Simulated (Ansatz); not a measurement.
## Reading a saddle point

A first-order saddle point of BH2BrF2, singlet, PBE0-D4/def2-TZVP, with one imaginary mode of 893i cm⁻¹:

```xyz
6
angstrom
B -0.1081 -0.4234 0.1592
Br -0.7611 1.5261 -0.8517
F -0.1992 -1.3961 -0.7295
F -0.6987 -0.4909 1.3386
H 0.6321 0.7847 -0.1908
H 1.1351 -0.0003 0.2743
```

Computed with Ansatz 0.2.0 (basis: def2-TZVPP and def2-QZVPP); correlated methods freeze the cores. Filled d shells of the heavier atoms are correlated. The def2 sets are not built for correlating such inner shells, so the correlated values are less sure here. Extrapolation: Hartree–Fock as exp(−7.88 √X), correlation as X^−2.97.

(1) Which contacts change along the imaginary mode, and what lies on either side? (Judge from chemistry; the calculation decides.)

(2) Which side is lower, and how far does the saddle lie above each? (An estimate is asked for; the value comes from the calculation.)

T1 diagnostic: at most 0.011. The end structure is not quite a true minimum (one mode of 54i cm⁻¹).

Results:

(1) Computed: The step is BBrF₂ ([F][B]([F])[Br]) + H₂ → BHF₂ ([F][BH][F]) + HBr, with the molecules in contact on both sides. Shortening one way: B1–H6, Br2–H5; lengthening the same way: B1–Br2, H5–H6.
```
  pair  one side (Å)  saddle (Å)  other side (Å)
 B1–H6          3.03        1.32            1.19
Br2–H5          3.55        1.71            1.42
B1–Br2          1.90        2.29            3.36
 H5–H6          0.75        1.04            3.47
```

(2) Computed: The side with B1–Br2, H5–H6 short is lower by 0.387 eV; the saddle lies 1.703 eV above it and 1.316 eV above the other (CCSD(T) at an estimated basis limit (MP2 extrapolated from triple and quadruple zeta, plus CCSD(T) − MP2 in triple zeta); electronic energies).

Labels in which every atom is bracketed show which atoms are joined, not bond orders.

For scale, one of the runs: CCSD(T)/def2-TZVPP, 169 basis functions (an equivalent command: `ansatz run in.yaml --threads 4`). Time: 46 s of wall clock on 4 CPU threads; the host was shared. Peak host memory: 1.6 GiB.
